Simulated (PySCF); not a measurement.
Working out the ionisation energy of Cl⁺

Cl⁺ [Ne] 3s2 3p4 (3P) → Cl²⁺ [Ne] 3s2 3p3 (4S). All numbers are calculated (PySCF 2.14, no relativity, point nucleus, in aug-cc-pV(T+d)Z). Frozen: [Ne]. Energies in hartree (1 hartree = 27.21139 eV):

| part | Cl⁺ (lower) | Cl²⁺ (upper) |
| --- | --- | --- |
| UHF | -459.053383 | -458.223120 |
| MP2 opposite-spin | -0.096574 | -0.070953 |
| MP2 same-spin | -0.028782 | -0.025720 |

Question: What does Hartree-Fock give?

Answer: (-458.223120) − (-459.053383) = 0.830263 hartree = 22.593 eV.

Question: What do MP2 and SCS-MP2 (6/5 opposite-spin, 1/3 same-spin) give?

Answer: The opposite-spin parts differ by 0.697 eV and the same-spin parts by 0.083 eV. MP2: 22.593 + (0.697) + (0.083) = 23.373 eV. SCS-MP2: 22.593 + 1.2 × (0.697) + (0.083)/3 = 23.457 eV.

Measured between the centres of the two terms (NIST): 23.771 eV, so MP2 (valence) is off by -0.398 eV.

What remains against the reference includes basis incompleteness, the frozen core and correlation beyond second order.
